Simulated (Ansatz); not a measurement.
GeMe(NHMe)3 (C₄H₁₅GeN₃), relaxed as a singlet with RKS PBE-D4/def2-SVP in Ansatz, starting from the GFN2-xTB geometry. Force threshold 0.02 eV/Å.

Start:

Cartesian coordinates in Å:
```
Ge -0.230 -0.305 -0.091
C -0.668 -1.634 -1.507
H 0.143 -2.338 -1.660
H -0.857 -1.119 -2.444
H -1.557 -2.192 -1.231
N -1.465 0.978 0.326
C -1.938 1.939 -0.655
H -2.233 0.625 0.880
H -2.344 2.816 -0.146
H -1.092 2.248 -1.265
H -2.713 1.538 -1.319
N 1.175 0.734 -0.681
C 2.441 0.192 -1.132
H 1.320 1.558 -0.112
H 3.109 -0.106 -0.314
H 2.246 -0.685 -1.748
H 2.961 0.932 -1.745
N -0.084 -1.234 1.495
C 0.293 -0.584 2.737
H 0.365 -2.136 1.416
H 1.376 -0.458 2.852
H -0.171 0.400 2.760
H -0.077 -1.166 3.585
```

| step | energy (eV) | largest force component (eV/Å) | SCF passes |
| --- | --- | --- | --- |
| 1 | -65348.1746 | 1.048 | 20 |
| 2 | -65348.3128 | 0.357 | 19 |
| 3 | -65348.3300 | 0.144 | 19 |
| 4 | -65348.3318 | 0.047 | 20 |
| 5 (rejected) | -65348.3317 | 0.057 | 20 |
| 6 | -65348.3328 | 0.015 | 20 |
| 7 | -65348.3335 | 0.021 | 20 |
| 8 | -65348.3338 | 0.022 | 20 |
| 9 | -65348.3339 | 0.009 | 20 |

Force components are those of the run's own axes.

End:

Cartesian coordinates in Å:
```
Ge -0.2454 -0.3355 -0.0710
C -0.5686 -1.6730 -1.4725
H 0.2792 -2.3826 -1.5545
H -0.7025 -1.1738 -2.4517
H -1.4844 -2.2479 -1.2350
N -1.5342 0.9259 0.3085
C -1.9089 1.9687 -0.6296
H -2.3192 0.5498 0.8476
H -2.3042 2.8674 -0.1035
H -1.0070 2.2894 -1.1902
H -2.6758 1.6697 -1.3878
N 1.1616 0.7414 -0.6255
C 2.3677 0.2084 -1.2303
H 1.3504 1.5067 0.0299
H 3.0902 -0.2734 -0.5230
H 2.1053 -0.5605 -1.9878
H 2.9284 1.0005 -1.7756
N -0.1346 -1.2538 1.5364
C 0.2632 -0.5648 2.7536
H 0.2778 -2.1881 1.4550
H 1.3629 -0.3895 2.8658
H -0.2273 0.4306 2.7812
H -0.0748 -1.1157 3.6600
```

By distances, no bond broke or formed. The bond that changes most is Ge1–C2, from 1.99 to 1.96 Å (atoms count from 1).

The force fell under the threshold at step 6, but the optimiser went on. No frequencies were taken in this run, so the end may be a saddle point.

Hardware: 4 threads of Intel Xeon on a shared host. Wall time 63 s.
